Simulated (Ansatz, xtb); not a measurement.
**C6H10FO+: which of two isomers lies lower**

Structure X is `CCC[C@H](C#[O+])CF`, a singlet and structure Y is `CCC[C@H](F)CC#[O+]`, a singlet. Both are isolated ions in the gas phase, relaxed with r2SCAN-D4/def2-SVP, each in the lowest conformer that the search found.

Problem. Estimate which is lower in electronic energy at CCSD(T)/def2-SVP + ΔMP2/def2-TZVPP, and by roughly how much.

Solution. Too close to call at this level: CCSD(T)/def2-SVP + ΔMP2/def2-TZVPP gives E(Y) − E(X) = −0.85 kcal/mol.

The same difference at several levels:

| level | geometry | E(Y) − E(X) (kcal/mol) | departure from the last row (kcal/mol) | job, with rough time for the two |
| --- | --- | --- | --- | --- |
| r2SCAN-D4/def2-SVP | r2SCAN-D4/def2-SVP | −1.73 | −0.89 | optimisation, 89 s |
| HF/def2-SVP | r2SCAN-D4/def2-SVP | −1.56 | −0.72 | part of the CCSD(T) run |
| MP2/def2-SVP | r2SCAN-D4/def2-SVP | −0.97 | −0.12 | part of the CCSD(T) run |
| CCSD(T)/def2-SVP | r2SCAN-D4/def2-SVP | −1.09 | −0.24 | single point |
| CCSD(T)/def2-SVP + ΔMP2/def2-TZVPP | r2SCAN-D4/def2-SVP | −0.85 |  | single point, 2.5 min |

As drawn, both hold the same kinds of bond in the same numbers.

The largest departure from CCSD(T)/def2-SVP + ΔMP2/def2-TZVPP is that of r2SCAN-D4/def2-SVP, 0.89 kcal/mol. Levels run at GFN2-xTB geometries aren't shown. The last row adds to CCSD(T) the change of the MP2 difference between the two basis sets, here +0.24 kcal/mol.

With thermal terms from frequencies at re-optimised GFN2-xTB minima (ideal gas, soft modes damped towards free rotors, one conformer each, 298.15 K, 1 atm): the zero-point term adds −0.34 kcal/mol; ΔH is −1.26 and ΔG −0.94 kcal/mol.

The correlated steps freeze 8 core orbitals. Programs: Ansatz 0.2.0, xtb 6.7.1; the last row on 4 threads of Arm Neoverse V1 on a shared host.
